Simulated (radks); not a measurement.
Numerical settings for the oxygen ion O+, [He] 2s2 2p3. Calculated with a radial shooting solver on a logarithmic mesh with Libxc functionals: non-relativistic Kohn-Sham, PBE, spin-polarised, spherical densities, point nucleus; open shells are filled with parallel spins first. The defaults (mesh step 0.008 in ln r, mesh end at 40 bohr or more with all orbitals vanishing there, Anderson mixing 0.5 over 9 steps, residual threshold near 1e-9 with the energy settled to 1e-9 hartree or 1e-11 of itself, here a cap of 90 iterations) give E = -74.4983 hartree and 2p at -26.369 eV in 14 iterations. Run on one thread of a shared host, so times are rough (Arm Neoverse V1): 0.07 s of CPU time, 0.07 s wall, 14 iterations on 2476 mesh points. Changes against that run (0 stands for a change within the tolerance of the run):

[
 {"setting": "mesh step in ln r 0.005", "iterations": "14", "converged": "yes", "E (mhartree)": "0", "e(2p) (meV)": "0", "CPU (s)": "0.11"},
 {"setting": "mesh step in ln r 0.12", "iterations": "4", "converged": "no", "E (mhartree)": "diverged", "e(2p) (meV)": "-", "CPU (s)": "0.01"},
 {"setting": "mesh step in ln r 0.05", "iterations": "14", "converged": "yes", "E (mhartree)": "0", "e(2p) (meV)": "0", "CPU (s)": "0.02"},
 {"setting": "mesh end (bohr) 2", "iterations": "13", "converged": "yes", "E (mhartree)": "+1.17e+03", "e(2p) (meV)": "+1.63e+04", "CPU (s)": "0.06"},
 {"setting": "mesh end (bohr) 400", "iterations": "14", "converged": "yes", "E (mhartree)": "0", "e(2p) (meV)": "0", "CPU (s)": "0.07"},
 {"setting": "residual threshold 1e-16", "iterations": "90", "converged": "no", "E (mhartree)": "0", "e(2p) (meV)": "0", "CPU (s)": "0.32"},
 {"setting": "residual threshold 0.001", "iterations": "8", "converged": "yes", "E (mhartree)": "0", "e(2p) (meV)": "+0.341", "CPU (s)": "0.05"},
 {"setting": "mixing 1.5", "iterations": "13", "converged": "yes", "E (mhartree)": "0", "e(2p) (meV)": "0", "CPU (s)": "0.07"},
 {"setting": "linear mixing, mixing 0.05", "iterations": "90", "converged": "no", "E (mhartree)": "+0.00142", "e(2p) (meV)": "-104", "CPU (s)": "0.37"},
 {"setting": "linear mixing, mixing 1", "iterations": "41", "converged": "yes", "E (mhartree)": "0", "e(2p) (meV)": "0", "CPU (s)": "0.17"},
 {"setting": "mixing history 20", "iterations": "17", "converged": "yes", "E (mhartree)": "0", "e(2p) (meV)": "0", "CPU (s)": "0.08"},
 {"setting": "iteration cap 3", "iterations": "3", "converged": "no", "E (mhartree)": "+0.637", "e(2p) (meV)": "-644", "CPU (s)": "0.02"}
]

Settings that end as converged yet miss the energy by more than 1 mhartree: mesh end (bohr) 2 (+1.17 hartree). A mesh that ends early acts as a hard wall.
